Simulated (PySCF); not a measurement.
Task: Give a PBE0-D3(BJ)/def2-SVP geometry of `C[Si@@H]1C[C@H]1C(F)(F)F`.

Result: 
```xyz
15
C4H7F3Si angstrom
C     -2.4301    0.4375    0.2014
Si    -0.8269   -0.4790    0.4518
C      0.5980    0.3052    1.3462
C      0.7468    0.2981   -0.1889
C      1.8732   -0.4781   -0.7765
F      1.9588   -1.7112   -0.2475
F      1.7413   -0.6199   -2.0992
F      3.0622    0.1091   -0.5660
H     -3.1402    0.2183    1.0135
H     -2.9022    0.1548   -0.7518
H     -2.2461    1.5220    0.1885
H     -0.9002   -1.9597    0.4585
H      1.2847   -0.3588    1.8833
H      0.5096    1.2892    1.8180
H      0.6572    1.2765   -0.6749
```

Any rigid rotation of these coordinates is as good. Atoms count from 1 in this order. The 3-membered ring Si2–C3–C4 has internal angles of 48.9° to 66.0°. Si2 (SiH silicon) has angles from 48.9° to 121.2°. The C–C distances run from 1.489 Å (C4–C5, drawn single) to 1.542 Å (C3–C4, drawn single), a spread of 0.053 Å. Of the pairs four or more bonds apart, F6···H13 is among the closest relative to their van der Waals radii: 2.61 Å, 98 % of the sum of Bondi's values.

Bonds between heavy atoms (Å): C1–Si2 1.864, Si2–C3 1.856, C3–C4 1.542, C4–C5 1.489, C5–F6 1.344, C5–F7 1.337, C5–F8 1.343, Si2–C4 1.868.

Theory: PySCF 2.14.0, PBE0-D3(BJ)/def2-SVP geometry optimisation, gas phase.

Point group: C1 (no symmetry element, even within 0.4 Å). No PBE0-D3(BJ)/def2-SVP frequencies stand behind this structure, so it isn't proved a minimum.

Time: 5.9 min; peak memory 0.61 GiB. Hardware: Intel Xeon at 2.50 GHz, one thread, shared host. This is the geometry optimisation.
